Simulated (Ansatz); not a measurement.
trans-NiCl2(PH3)2 (NiP2H6Cl2). Charge 0, multiplicity 3. Geometry PBE-D4/def2-SVP.

```xyz
11

Ni   -0.0063    0.0014    0.0009
Cl   -0.4165    0.4221    2.1354
P     0.7843    2.1201   -0.3567
H    -0.2926    3.0567   -0.2850
H     1.3389    2.5641   -1.6016
H     1.6853    2.7973    0.5286
Cl   -1.1096    0.0072   -1.9178
P    -0.3333   -2.2464    0.2923
H    -0.1742   -3.2168   -0.7501
H    -1.7081   -2.5032    0.5832
H     0.2321   -3.0026    1.3707
```

The 6-31G sets use Cartesian d functions. B3LYP takes the VWN-RPA correlation. The order of the spin states hangs on the level: the singlet lies 0.29 eV below the triplet at PBE0-D4/def2-TZVP, but 0.41 eV above it at B3LYP-D4/6-31G.

Estimate the α-spin orbital energies around the gap (eV) in Ansatz with PBE-D4/def2-SVP, r2SCAN-D4/def2-TZVP, B3LYP-D4/6-31G, PBE0-D4/def2-SVP, PBE0-D4/def2-TZVP.


```json
{"orbital": "HOMO−5", "PBE-D4/def2-SVP": "-6.86", "r2SCAN-D4/def2-TZVP": "-7.82", "B3LYP-D4/6-31G": "-8.37", "PBE0-D4/def2-SVP": "-8.48", "PBE0-D4/def2-TZVP": "-8.87"}
{"orbital": "HOMO−4", "PBE-D4/def2-SVP": "-6.13", "r2SCAN-D4/def2-TZVP": "-7.17", "B3LYP-D4/6-31G": "-7.80", "PBE0-D4/def2-SVP": "-7.82", "PBE0-D4/def2-TZVP": "-8.26"}
{"orbital": "HOMO−3", "PBE-D4/def2-SVP": "-5.97", "r2SCAN-D4/def2-TZVP": "-6.85", "B3LYP-D4/6-31G": "-7.38", "PBE0-D4/def2-SVP": "-7.41", "PBE0-D4/def2-TZVP": "-7.86"}
{"orbital": "HOMO−2", "PBE-D4/def2-SVP": "-5.74", "r2SCAN-D4/def2-TZVP": "-6.66", "B3LYP-D4/6-31G": "-7.37", "PBE0-D4/def2-SVP": "-7.40", "PBE0-D4/def2-TZVP": "-7.84"}
{"orbital": "HOMO−1", "PBE-D4/def2-SVP": "-5.71", "r2SCAN-D4/def2-TZVP": "-6.53", "B3LYP-D4/6-31G": "-7.19", "PBE0-D4/def2-SVP": "-7.15", "PBE0-D4/def2-TZVP": "-7.54"}
{"orbital": "HOMO", "PBE-D4/def2-SVP": "-4.78", "r2SCAN-D4/def2-TZVP": "-5.63", "B3LYP-D4/6-31G": "-6.43", "PBE0-D4/def2-SVP": "-6.54", "PBE0-D4/def2-TZVP": "-6.84"}
{"orbital": "LUMO", "PBE-D4/def2-SVP": "-0.97", "r2SCAN-D4/def2-TZVP": "-1.31", "B3LYP-D4/6-31G": "-0.88", "PBE0-D4/def2-SVP": "-0.36", "PBE0-D4/def2-TZVP": "-0.79"}
{"orbital": "LUMO+1", "PBE-D4/def2-SVP": "-0.31", "r2SCAN-D4/def2-TZVP": "-0.54", "B3LYP-D4/6-31G": "0.14", "PBE0-D4/def2-SVP": "0.49", "PBE0-D4/def2-TZVP": "0.07"}
{"orbital": "LUMO+2", "PBE-D4/def2-SVP": "-0.28", "r2SCAN-D4/def2-TZVP": "-0.50", "B3LYP-D4/6-31G": "0.31", "PBE0-D4/def2-SVP": "0.49", "PBE0-D4/def2-TZVP": "0.12"}
{"orbital": "LUMO+3", "PBE-D4/def2-SVP": "-0.28", "r2SCAN-D4/def2-TZVP": "-0.06", "B3LYP-D4/6-31G": "0.39", "PBE0-D4/def2-SVP": "0.52", "PBE0-D4/def2-TZVP": "0.29"}
{"orbital": "LUMO+4", "PBE-D4/def2-SVP": "0.04", "r2SCAN-D4/def2-TZVP": "-0.05", "B3LYP-D4/6-31G": "0.73", "PBE0-D4/def2-SVP": "0.85", "PBE0-D4/def2-TZVP": "0.56"}
{"orbital": "LUMO+5", "PBE-D4/def2-SVP": "0.47", "r2SCAN-D4/def2-TZVP": "0.65", "B3LYP-D4/6-31G": "0.82", "PBE0-D4/def2-SVP": "1.31", "PBE0-D4/def2-TZVP": "0.90"}
{"orbital": "β HOMO", "PBE-D4/def2-SVP": "-5.27", "r2SCAN-D4/def2-TZVP": "-6.22", "B3LYP-D4/6-31G": "-6.98", "PBE0-D4/def2-SVP": "-6.99", "PBE0-D4/def2-TZVP": "-7.37"}
{"orbital": "β LUMO", "PBE-D4/def2-SVP": "-4.50", "r2SCAN-D4/def2-TZVP": "-4.61", "B3LYP-D4/6-31G": "-2.80", "PBE0-D4/def2-SVP": "-2.54", "PBE0-D4/def2-TZVP": "-3.10"}
```
